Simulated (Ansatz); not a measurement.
A made-up structure of GaH3O2, closed shell:

O1  (-0.668, -1.440, 0.118)
Ga2  (-0.107, 0.420, -0.359)
O3  (1.349, 1.101, 0.813)
H4  (-1.453, -1.847, -0.492)
H5  (-0.773, 1.382, -1.636)
H6  (1.652, 0.385, 1.556)
(Å)

It is relaxed with PBE-D4/def2-SVP and then PBE0-D4/def2-TZVP (Ansatz 0.2.0). Atoms count as bonded within 1.22 times the sum of their covalent radii (H–H: 0.88 Å). The end point is not checked to be a true minimum.

Problem. Does its bonding change? (Judge from chemistry; the calculation decides.)

Solution. Computed: No: no bond forms or breaks.

Where it ends: The first stage lowers the energy by 1.23 eV in 7 steps. It ends as GaH₃O₂ ([OH][GaH][OH]):
O1  (-0.596, -1.286, 0.105)
Ga2  (-0.095, 0.375, -0.321)
O3  (1.204, 0.983, 0.726)
H4  (-1.297, -1.649, -0.439)
H5  (-0.690, 1.234, -1.461)
H6  (1.474, 0.342, 1.389)
(Å)

Labels in which every atom is bracketed show which atoms are joined, not bond orders.

For scale, one of the runs: PBE0-D4/def2-TZVP relaxation, 128 basis functions, launched by `ansatz run in.yaml --threads 2 --pin off --events-out ev --progress --plain --max-ram 4352MiB`. Hardware: 2 CPU threads of an Arm Neoverse V1, shared host. Wall time about 17 s.
